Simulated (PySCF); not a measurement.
CdGeH4S, SMILES [SH][Cd][GeH3]. Atoms are numbered in the order given.

```xyz
7

Cd     0.1486     0.2485    -0.4105
S      0.8921     1.4474    -2.3421
H      2.0483     1.8304    -1.7479
Ge    -0.6552    -1.0308     1.6444
H     -0.6909    -2.5547     1.3892
H      0.2817    -0.7845     2.8493
H     -2.0768    -0.5948     2.0660
```
Charge 0, spin multiplicity 1.

The structure is a stationary point at B3LYP-D3(BJ)/def2-SVP. The structure was generated by enumeration; whether it is a known compound was not checked. The def2 effective core potentials stand for the cores of Cd; spin–orbit coupling is left out. One conformer was computed; it need not be the lowest.

Calculation: PBE/def2-TZVPD (PySCF).

Gas-phase values at a fixed geometry.

```yaml
total_energy: -2644.92563 hartree
highest_occupied_level: -5.88 eV
lowest_empty_level: -1.92 eV
orbital_gap: 3.96 eV
dipole_moment: 1.65 D
quadrupole, principal values (traceless, Buckingham form, about the centre of nuclear charge): -12.22, 2.90, 9.32 D·Å
mean_static_polarisability: 103.1 bohr³ (15.27 Å³)
polarisability_principal_values: 75.7, 77.0, 156.5 bohr³
```
